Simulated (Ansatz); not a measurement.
## Two structures, one formula

The two ends of one reaction step of BH$_{2}$Cl$_{3}$O, closed shell (PBE0-D4/def2-TZVP).

A:

```tsv
atom	x (Å)	y (Å)	z (Å)
B1	-0.6565	-0.9366	0.1008
Cl2	2.0918	2.2910	0.5608
Cl3	-1.8667	-1.9354	-0.6830
Cl4	-0.0434	-1.3494	1.6754
H5	1.2095	1.4175	0.2172
O6	-0.1771	0.1714	-0.5017
H7	-0.5578	0.3414	-1.3693
```

B:

```xyz
7
angstrom
B 0.2522 -0.4991 0.2879
Cl 1.9496 0.1573 0.3095
Cl -0.0926 -1.6423 -1.0868
Cl -0.3751 -1.0263 1.8785
H 0.0003 1.5502 -0.3064
O -0.6331 0.8369 -0.1302
H -1.1014 0.6232 -0.9524
```

Ansatz 0.2.0; basis: def2-TZVPP; cores frozen in the correlated methods. B3LYP uses VWN-RPA correlation.

(1) Which structure is lower at CCSD(T), and by how much? (Judge from chemistry; the value comes from the calculation.)

No T1 diagnostic of these runs exceeds 0.011.

Answers

(1) By the calculation: A, by 10.31 kcal/mol (electronic energy, against the other). By their contacts, A is a complex of BHCl₂O ([OH][B]([Cl])[Cl]) + HCl and B is BH₂Cl₃O ([OH2][B]([Cl])([Cl])[Cl]).

All methods give the same order:

```
      method  E(B) − E(A) (kcal/mol)
       SPW92                    2.95
      PBE-D4                    8.33
     BLYP-D4                   12.59
   r2SCAN-D4                    8.75
      B97M-V                   10.53
     PBE0-D4                    7.64
    B3LYP-D4                   11.83
  r2SCAN0-D4                    8.08
    BHLYP-D4                   11.36
CAM-B3LYP-D4                   11.24
     wB97X-V                    8.43
     wB97M-V                    8.05
      B2PLYP                   12.00
    PBE-QIDH                    7.47
  RPA on PBE                   11.57
          HF                   17.51
         MP2                    8.04
        CCSD                   11.41
     CCSD(T)                   10.31
```

Labels in which every atom is bracketed show which atoms are joined, not bond orders.

For scale, one of the runs: CCSD(T)/def2-TZVPP, 216 basis functions, launched by `ansatz run in.yaml --threads 4 --pin off --events-out ev --progress --plain --max-ram 9574MiB`. Hardware: 4 CPU threads of an AMD EPYC 9R45, shared host. Wall time 32 s; peak host memory 3 GiB.
